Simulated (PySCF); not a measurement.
**Relaxation of quartet WH₃**

Method: UPBE0 in PySCF with W def2-TZVP with ECP60, H def2-TZVP; scalar-relativistic core potentials, no spin–orbit coupling; density-fitted integrals. A (50,194) grid was used.

A start displaced from a saddle point along its imaginary mode, of C3v symmetry, held to at least that symmetry:

```xyz
4
charge 0 multiplicity 4, angstrom
W     0.0000    0.0000    0.0020
H     1.7186    0.0000   -0.1200
H    -0.8593    1.4884   -0.1200
H    -0.8593   -1.4884   -0.1200
```

Optimiser trace:
| step | E − E(last) (kJ/mol) | largest gradient (Eh/bohr) |
| --- | --- | --- |
| 0 | 6.28 | 0.00275 |
| 1 | 2.60 | 0.00548 |
| 2 | 2.33 | 0.00830 |
| 3 | 1.02 | 0.00459 |
| 4 | 0.10 | 0.00099 |
| 5 | 0.00 | 0.00018 |
| 6 | 0.00 | 0.00002 |

It ends at C3v with W–H 1.710 Å (×3); H–W–H 112.3° (×3). A frequency run shows a minimum. Other isomers or separated fragments may lie lower.

Final geometry:
Z-matrix (Å, degrees; charge 0 multiplicity 4):
```
W
H  1 1.7104
H  1 1.7104 2 112.29
H  1 1.7104 2 112.29 3 127.67
```

Open d and f shells are described by one determinant, and the ground state may have another occupation or spin. No spin–orbit coupling is included, which matters more the heavier the element.
